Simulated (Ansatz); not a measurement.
Reaction (redistribution): `[NH2][Ga]([SH])[Cl]` + `BN(C)[SiH2]N` → `[NH2][Ga]([NH2])[Cl]` + `BN(C)[SiH2]S`

Computed with Ansatz on PBE0-D4/def2-TZVP structures; ΔE is electronic, products minus reactants. CCSD(T)/CBS is the MP2 limit (def2-TZVPP, def2-QZVPP) plus CCSD(T) − MP2 in def2-TZVPP, frozen cores. Functionals use def2-TZVPP. For Ga outer-core shells are correlated without core-valence functions, which leaves a few kJ/mol of doubt a bond. Scalar relativity is left out up to krypton. One conformer a species, not always the lowest.

`[NH2][Ga]([SH])[Cl]`:

Z-matrix (Å, degrees):
```
N
Ga 1 1.799
H 1 1.005 2 121.9
H 1 1.005 2 123.5 3 164.5
S 2 2.186 1 123.4 3 -173.7
Cl 2 2.141 1 117.5 3 8.2
H 5 1.343 2 92.5 1 -178.6
```

`BN(C)[SiH2]N`:

Cartesian coordinates in Å:
```
B 0.970 0.966 0.948
N 0.311 0.458 -0.168
C 0.460 1.065 -1.485
Si -0.757 -0.943 -0.140
N -0.976 -1.700 1.369
H 1.678 1.928 0.826
H 0.823 0.440 2.015
H -0.505 1.409 -1.873
H 1.132 1.920 -1.427
H 0.871 0.350 -2.206
H -0.180 -1.933 -1.087
H -2.079 -0.477 -0.633
H -1.520 -1.246 2.085
H -0.227 -2.236 1.777
```

`[NH2][Ga]([NH2])[Cl]`:

```xyz
8

N    -1.313   -0.998    0.033
Ga   -0.095    0.303    0.333
N     1.462    0.519   -0.559
Cl   -0.536    1.716    1.885
H    -2.236   -0.918    0.425
H    -1.315   -1.538   -0.815
H     1.863   -0.218   -1.113
H     2.169    1.133   -0.189
```

`BN(C)[SiH2]S`:

Cartesian coordinates in Å:
```
B 1.022 -1.265 -0.014
N 0.166 -0.205 -0.319
C -0.372 -0.023 -1.665
Si -0.427 0.988 0.819
S 0.482 0.945 2.734
H 1.325 -2.030 -0.887
H 1.432 -1.398 1.100
H -0.011 -0.820 -2.314
H -1.467 -0.050 -1.662
H -0.061 0.938 -2.088
H -1.899 0.811 0.922
H -0.133 2.342 0.286
H -0.057 -0.234 3.089
```

```
             level  ΔE (kcal/mol)
            r2SCAN           13.7
   CCSD/def2-TZVPP           13.2
CCSD(T)/def2-TZVPP           13.0
     MP2/CBS(def2)           12.0
```

Task: What does CCSD(T)/CBS give? (Estimate.)

Result: Ansatz gave: +12.3 kcal/mol. The listed levels differ from it by 1.4, 0.9, 0.7, -0.3 kcal/mol.

Largest T1 diagnostic among the species: 0.012.

In def2-TZVPP, CCSD(T) changes the Hartree–Fock value by −2.3 kcal/mol (the triples alone add −0.2 kcal/mol) and MP2 by −2.5 kcal/mol.
